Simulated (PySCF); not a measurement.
**Electronic structure of B²⁺ (boron, charge +2) at the PBE0 level**

Configuration: [He] 2s1, 2S determinant. Calculation: PySCF 2.14, in dyall-av2z (11s7p2d, 42 functions); the non-relativistic Hamiltonian (point nucleus).

```json
{"Total energy": "-23.3982 hartree", "One-electron energy": "-27.7372 hartree", "Hartree (Coulomb) energy": "7.5844 hartree", "Exchange-correlation energy": "-3.2454 hartree", "Kinetic energy": "23.33150 hartree", "⟨S²⟩": "0.7500", "⟨L²⟩": "0.000", "Sum of ⟨r⟩": "2.285 bohr", "Sum of ⟨r²⟩": "3.396 bohr²", "Density at the nucleus (Gaussians lack the cusp)": "69.7 bohr⁻³", "Spin density at the nucleus": "2.38 bohr⁻³", "Langevin diamagnetic susceptibility": "-2.69 ×10⁻⁶ cm³/mol"}
```

```csv
shell,electrons,mean orbital energy (hartree),"rms radius, mean of both spins (bohr)"
1s α,1,-8.04281,0.381
1s β,1,-8.00559,0.381
2s α,1,-1.25106,1.76
```
